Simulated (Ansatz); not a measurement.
Z-matrix (Å, degrees):
```
C
S 1 1.820
H 1 1.089 2 110.6
H 1 1.089 2 110.9 3 -122.8
H 1 1.089 2 106.4 3 118.5
Si 2 2.096 1 99.2 3 62.8
O 6 1.622 2 110.3 1 -65.2
O 6 1.625 2 110.5 1 173.4
F 6 1.599 2 109.4 1 53.5
H 7 0.959 6 118.0 2 172.3
H 8 0.959 6 118.0 2 -66.3
```

The species carries charge 0 and has multiplicity 1.

Question: List the PBE/def2-TZVPP orbital energies in eV (Ansatz). (An estimate is asked.)

Answer: Computed: Occupied: -2395.62, -1781.32, -659.76, -510.64, -510.57, -269.78, -208.58, -154.74, -154.63, -154.50, -138.81, -95.59, -95.55, -95.53, -29.54, -25.65, -25.18, -19.43, -16.01, -14.31, -13.10, -12.24, -11.10, -10.59, -10.59, -10.15, -9.81, -8.98, -8.89, -8.15, -8.06, -7.53, -5.94. Lowest empty: -0.61, -0.40, 0.52, 1.25, 1.44, 1.63, 1.88, 2.80.
